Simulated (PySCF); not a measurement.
**ZnF⁻ at RHF-CCSD(T)**

Computed with RHF-CCSD(T); PySCF, no relativity, basis sets Zn def2-SVPD, F def2-SVPD.

- state: ¹Σ⁺ (singlet), closed shell
- bond length: 1.940 Å
- harmonic wavenumber: 411 cm⁻¹
- force constant: 1.46 mdyn/Å
- rotational constant Be: 0.3057 cm⁻¹
- anharmonicity ωexe: 3.89 cm⁻¹
- vibration–rotation constant αe: 0.00374 cm⁻¹
- well depth De to Zn + F⁻: 166 kJ/mol
- dissociation energy D0: 163 kJ/mol

Correlated steps freeze 6 core orbitals. Correlated levels converge slowly with the basis: in double zeta they bind strong bonds too weakly, by up to about 1 eV, and carry superposition errors of some tenths. For an ion De counts to the pair picked by the measured ionisation energies or electron affinities, which need not be the lowest pair at this level.
